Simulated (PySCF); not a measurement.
CrO3, singlet, at a GFN2-xTB geometry (such geometries of metal compounds can be far from the true shape). Base run: TPSS/STO-3G (PySCF).

Here is a job for PySCF.
```python
from pyscf import gto, scf, dft

mol = gto.M(
    atom='''
Cr   -0.00000000   -0.00000000   -0.00000000
O    -1.07077093   -1.11835431   -0.13016836
O    -0.05729490    1.24258645   -0.93107827
O     1.12806583   -0.12423215    1.06124663
''',
    basis='sto-3g',
    verbose=4,
)

mf = dft.RKS(mol)
mf.xc = 'tpss'
mf.kernel()
```

Each row names what was changed in the base input (with any setting that the change needs).

```json
[
 {"change": "base", "ΔE vs base (mEh)": "0.000", "SCF cycles": "22", "outcome": "converged"},
 {"change": "conv_tol_grad = 1e-3", "ΔE vs base (mEh)": "0.000", "SCF cycles": "22", "outcome": "converged"},
 {"change": "level_shift = 0.1 (with mf.max_cycle = 100)", "ΔE vs base (mEh)": "0.000", "SCF cycles": "24", "outcome": "converged"},
 {"change": "conv_tol = 1e-11", "ΔE vs base (mEh)": "0.000", "SCF cycles": "23", "outcome": "converged"},
 {"change": "damp = 0.5; diis_start_cycle = 5", "ΔE vs base (mEh)": "0.000", "SCF cycles": "27", "outcome": "converged"},
 {"change": "diis = off (with mf.max_cycle = 100)", "ΔE vs base (mEh)": "-", "SCF cycles": "100", "outcome": "not converged"},
 {"change": "diis_space = 2", "ΔE vs base (mEh)": "-", "SCF cycles": "50", "outcome": "not converged"},
 {"change": "conv_tol_grad = 1e-7", "ΔE vs base (mEh)": "0.000", "SCF cycles": "24", "outcome": "converged"},
 {"change": "level_shift = 0.3 (with mf.max_cycle = 100)", "ΔE vs base (mEh)": "0.000", "SCF cycles": "61", "outcome": "converged"},
 {"change": "DIIS = ADIIS", "ΔE vs base (mEh)": "0.000", "SCF cycles": "31", "outcome": "converged"},
 {"change": "level_shift = 0.5 (with mf.max_cycle = 100)", "ΔE vs base (mEh)": "-", "SCF cycles": "100", "outcome": "not converged"},
 {"change": "init_guess = mod_huckel", "ΔE vs base (mEh)": "0.000", "SCF cycles": "23", "outcome": "converged"},
 {"change": "init_guess = atom", "ΔE vs base (mEh)": "0.000", "SCF cycles": "16", "outcome": "converged"}
]
```
